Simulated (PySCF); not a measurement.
Energy of Pb⁺ (lead, charge +1) between two integer charges

The 6p alpha orbital of [Xe] 4f14 5d10 6s2 6p1 is emptied in steps (occupation f), with all orbitals relaxed, ending at [Xe] 4f14 5d10 6s2. Computed with PySCF 2.14 in def2-SVP with the def2 core potential (60 electrons) (4s4p2d, 26 functions), with scalar relativity through the core potential. The exact energy is a straight line in f; departures are measured from the line between the end points of the same method.

| f | UHF (eV) | LDA (eV) | PBE (eV) | PBE0 (eV) | r2SCAN (eV) | LC-wPBE (eV) | BHandHLYP (eV) | wB97X (eV) | B3LYP (eV) | HSE06 (eV) |
| --- | --- | --- | --- | --- | --- | --- | --- | --- | --- | --- |
| 1 | 0.000 | 0.000 | 0.000 | 0.000 | 0.000 | 0.000 | 0.000 | 0.000 | 0.000 | 0.000 |
| 0.9 | 0.022 | -0.324 | -0.314 | -0.230 | -0.294 | -0.014 | -0.158 | -0.045 | -0.258 | -0.268 |
| 0.7 | 0.052 | -0.758 | -0.734 | -0.535 | -0.681 | -0.030 | -0.368 | -0.106 | -0.602 | -0.624 |
| 0.5 | 0.061 | -0.904 | -0.874 | -0.635 | -0.800 | -0.031 | -0.439 | -0.128 | -0.718 | -0.742 |
| 0.3 | 0.050 | -0.760 | -0.734 | -0.531 | -0.656 | -0.021 | -0.369 | -0.109 | -0.603 | -0.621 |
| 0.1 | 0.021 | -0.325 | -0.314 | -0.226 | -0.271 | -0.007 | -0.159 | -0.047 | -0.259 | -0.264 |
| 0 | 0.000 | 0.000 | 0.000 | 0.000 | 0.000 | 0.000 | 0.000 | 0.000 | 0.000 | 0.000 |

Question: For wB97X, how does the orbital energy at f = 1 compare with the removal energy?

Answer: −ε = 13.051 eV against a total-energy difference of 13.542 eV. By Janak's theorem ε = ∂E/∂f, so the gap between them reflects the curvature. Along the path −ε is 13.142 (f = 0.9), 13.330 (f = 0.7), 13.531 (f = 0.5), 13.746 (f = 0.3), 13.962 (f = 0.1) eV.

```csv
method,E(f=0) − E(f=1) (eV),−ε at f=1 (eV),−ε at f=0.5 (eV)
UHF,13.168,13.418,13.164
LDA,13.892,10.302,13.886
PBE,13.690,10.203,13.690
PBE0,13.713,11.159,13.724
r2SCAN,13.778,10.497,13.849
LC-wPBE,13.817,13.654,13.840
BHandHLYP,13.682,11.933,13.679
wB97X,13.542,13.051,13.531
B3LYP,13.796,10.938,13.792
HSE06,13.724,10.752,13.734
```

Reference removal energy between the ground levels: 15.032 eV (measured; NIST Atomic Spectra Database, ionization energies). The calculation has no spin-orbit coupling. UHF lacks correlation.
